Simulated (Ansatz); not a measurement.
The cluster Na11⁺, relaxed as a singlet with RKS PBE/def2-SVP in Ansatz, starting from the GFN1-xTB geometry. Force threshold 0.02 eV/Å.

The restricted singlet is unstable towards broken spin symmetry in Hartree–Fock (as tested in another run); at PBE/def2-SVP this wasn't settled. Another isomer (singlet) lies 0.55 eV lower at PBE0/def2-TZVP; other spin states weren't run for this one.

Start:

```xyz
11

Na   -1.0697   -3.2856    1.7878
Na    2.0728    0.2632   -2.1741
Na   -3.0078   -0.2982    3.0516
Na    2.3381   -2.7923   -0.9628
Na   -3.3060   -3.2932    4.0478
Na    0.6607    3.2662   -2.3847
Na   -3.7129    2.7242    3.1605
Na   -0.5310   -0.4675    0.0672
Na   -1.8081    2.7606    0.4953
Na    3.5903    2.2909   -4.0183
Na    4.7736   -1.1682   -3.0703
```

```json
{"step": "1", "energy (eV)": "-48523.8797", "largest force component (eV/Å)": "0.283", "SCF passes": "19"}
{"step": "2", "energy (eV)": "-48523.9412", "largest force component (eV/Å)": "0.223", "SCF passes": "22"}
{"step": "3", "energy (eV)": "-48524.0476", "largest force component (eV/Å)": "0.068", "SCF passes": "21"}
{"step": "4", "energy (eV)": "-48524.0721", "largest force component (eV/Å)": "0.036", "SCF passes": "22"}
{"step": "5", "energy (eV)": "-48524.0871", "largest force component (eV/Å)": "0.029", "SCF passes": "22"}
{"step": "6", "energy (eV)": "-48524.1026", "largest force component (eV/Å)": "0.049", "SCF passes": "21"}
{"step": "7", "energy (eV)": "-48524.1252", "largest force component (eV/Å)": "0.071", "SCF passes": "21"}
{"step": "8", "energy (eV)": "-48524.1502", "largest force component (eV/Å)": "0.079", "SCF passes": "20"}
{"step": "9", "energy (eV)": "-48524.1772", "largest force component (eV/Å)": "0.073", "SCF passes": "21"}
{"step": "10", "energy (eV)": "-48524.2055", "largest force component (eV/Å)": "0.061", "SCF passes": "21"}
{"step": "11", "energy (eV)": "-48524.2293", "largest force component (eV/Å)": "0.032", "SCF passes": "21"}
{"step": "12", "energy (eV)": "-48524.2501", "largest force component (eV/Å)": "0.028", "SCF passes": "20"}
{"step": "13", "energy (eV)": "-48524.2655", "largest force component (eV/Å)": "0.042", "SCF passes": "21"}
{"step": "14", "energy (eV)": "-48524.2797", "largest force component (eV/Å)": "0.029", "SCF passes": "21"}
{"step": "15", "energy (eV)": "-48524.2920", "largest force component (eV/Å)": "0.021", "SCF passes": "21"}
{"step": "16", "energy (eV)": "-48524.2996", "largest force component (eV/Å)": "0.012", "SCF passes": "20"}
{"step": "17", "energy (eV)": "-48524.3033", "largest force component (eV/Å)": "0.010", "SCF passes": "21"}
{"step": "18", "energy (eV)": "-48524.3085", "largest force component (eV/Å)": "0.010", "SCF passes": "20"}
{"step": "19", "energy (eV)": "-48524.3165", "largest force component (eV/Å)": "0.014", "SCF passes": "20"}
```

Force components are those of the run's own axes.

End:

```xyz
11

Na    0.012   -2.174    1.694
Na    1.660    0.311   -0.967
Na   -2.546   -0.015    3.029
Na    1.742   -3.043   -1.396
Na   -2.846   -3.485    2.994
Na   -0.218    2.237   -2.977
Na   -2.973    3.426    3.362
Na   -1.584   -0.916   -1.065
Na   -1.318    2.281    0.583
Na    3.447    2.311   -3.157
Na    4.624   -0.934   -2.098
```

Bonds lost: Na3–Na8 (atoms count from 1). Bonds formed: Na1–Na4, Na2–Na9, Na6–Na8 (atoms count from 1). Metal–metal contacts that move far: Na3–Na9 4.16 to 3.57 Å.

The force fell under the threshold at step 16, but the optimiser went on and released 0.017 eV more. No frequencies were taken in this run, so the end may be a saddle point.

Run time 46 s (4 threads of Intel Xeon Platinum 8488C on a shared host).
